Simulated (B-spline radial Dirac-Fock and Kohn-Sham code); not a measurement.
Tm⁵⁰⁺: eigenvalues, ΔSCF and the reference

System: thulium as Tm⁵⁰⁺, 1s2 2s2 2p6 3s2 3p6 3d1.

The density-functional columns are spherical, spin-unpolarised Dirac-Kohn-Sham results without Breit or QED terms: −ε is minus the orbital energy of the initial state and ΔSCF the difference of two total energies. The reference in the last column comes from Dirac-Fock (average of configuration) total-energy differences with a finite nucleus, the Breit interaction including its frequency dependence, and self-energy and vacuum-polarisation corrections. All numbers are from a radial atomic solver, in eV; a selection of levels is shown. The Kohn-Sham columns are given as differences from the reference. For the 1s level of heavy atoms much of the gap between ΔSCF and the reference is the Breit and QED part, -279.0 eV here; for other levels the error of the functional can be larger.

| level | LDA −ε − DF | LDA ΔSCF − DF | Dirac-Fock |
| --- | --- | --- | --- |
| 1s | -285.9 | +266.2 | 62774.1 |
| 2s | -174.4 | -41.4 | 13402.4 |
| 2p1/2 | -131.4 | +29.6 | 12926.7 |
| 2p3/2 | -139.2 | +6.7 | 11940.7 |
| 3s | -78.9 | -22.9 | 5136.7 |
| 3p1/2 | -49.6 | +9.9 | 4941.0 |
| 3p3/2 | -52.1 | +4.1 | 4694.6 |
| 3d | -62.7 | +2.0 | 4427.0 |

Values without a named source are computed, but for edge energies of neutral atoms, which are taken from tables.
